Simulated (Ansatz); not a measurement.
Cost and result for the atomization energy of C₆H₁₈FGeN₃ (`C[N](C)[Ge]([F])([N](C)C)[N](C)C`) (29 atoms, 28 bonds).

```xyz
29

C     1.943   -0.972   -1.036
N     1.723   -0.190    0.156
C     2.806    0.715    0.461
Ge    0.014    0.254    0.597
F     0.218    1.174    2.069
N    -0.906   -1.283    0.783
C    -0.284   -2.468    1.321
C    -2.346   -1.290    0.859
N    -0.989    1.364   -0.439
C    -1.347    0.924   -1.766
C    -0.836    2.794   -0.327
H     2.090   -0.354   -1.936
H     2.839   -1.597   -0.921
H     1.098   -1.639   -1.220
H     3.006    1.431   -0.351
H     3.731    0.148    0.631
H     2.587    1.277    1.369
H    -0.578   -3.355    0.746
H     0.803   -2.379    1.280
H    -0.571   -2.642    2.368
H    -2.751   -0.349    0.484
H    -2.762   -2.107    0.256
H    -2.702   -1.426    1.890
H    -1.454   -0.163   -1.796
H    -0.607    1.214   -2.529
H    -2.310    1.360   -2.064
H    -1.782    3.293   -0.571
H    -0.068    3.197   -1.007
H    -0.567    3.069    0.693
```

The species carries charge 0 and has multiplicity 1. Correlated methods include outer-core shells of Ge, which these sets cover unevenly. Scalar relativity is left out up to krypton. The geometry is a stationary point of PBE0-D4/def2-TZVP. It is one conformer, not always the lowest. Program: Ansatz. All runs use 11 threads of an AMD EPYC 7R13 on a shared host and a whole NVIDIA H100 80 GB. Times are those of one run each, without the atoms' runs, and a repeat can differ threefold. Electronic energies, without spin–orbit coupling; frozen cores. CCSD(T)/CBS adds CCSD(T) − MP2 in def2-TZVPP to the MP2 limit, and its time is that of the two runs behind it. T1 = 0.011. With those shells the extrapolation isn't a true limit. B3LYP takes the VWN-RPA correlation (the form of Gaussian; ORCA's B3LYP/G). HSE06 is the plane-wave form, built on full-range PBE exchange.

CCSD(T)/CBS is a level of theory with its own doubt, some kJ/mol a heavy atom from the limit and from the frozen cores, so smaller differences don't rank the functionals.

```tsv
level	functions	wall time	atomization (kcal/mol)	difference from CCSD(T)/CBS	per bond
LDA (SPW92)/def2-TZVPP	610	2.1 s	3009.5	385.1	13.8
revPBE-D4/def2-TZVPP	610	2.2 s	2615.7	-8.7	-0.3
PBE0-D4/def2-TZVPP	610	2.2 s	2633.4	9.0	0.3
BHLYP-D4/def2-TZVPP	610	2.2 s	2555.2	-69.2	-2.5
HSE06-D4/def2-TZVPP	610	2.5 s	2634.9	10.5	0.4
r2SCANh-D4/def2-TZVPP	610	2.5 s	2606.1	-18.3	-0.7
B3LYP-D4/def2-TZVPP (with forces)	610	2.9 s	2628.4	4.0	0.1
B97M-V/def2-TZVPP	610	3 s	2622.6	-1.8	-0.1
ωB97M-V/def2-TZVPP (with forces)	610	4.4 s	2629.4	5.0	0.2
CCSD(T)/def2-SVP	262	6.5 s	2495.6	-128.8	-4.6
MP2/def2-QZVPP	1199	9.5 s	2630.6	6.2	0.2
CCSD(T)/def2-TZVPP	610	96 s	2561.4	-63.0	-2.3
CCSD(T)/CBS(def2)	–	110 s	2624.4	0.0	0.0
```

From BLYP to BHLYP (50 % exact exchange), in def2-TZVPP and without D4, the atomization energy moves by −49.8 kcal/mol: exact exchange takes away binding that semilocal exchange gives to molecules. Leaving LDA and LC-ωPBE aside and taking each functional with its dispersion term where it has one, the values, not all of them listed here, spread over 122.6 kcal/mol, from BHLYP-D4 to PBE-D4. LDA lies +351.0 kcal/mol from PBE without D4, its usual overbinding. The D4 term adds +30.2 kcal/mol with B3LYP and +16.7 kcal/mol with PBE0; it sums over pairs of atoms, weighted by their polarisabilities, and B3LYP, whose exchange is more repulsive, gets the larger term.
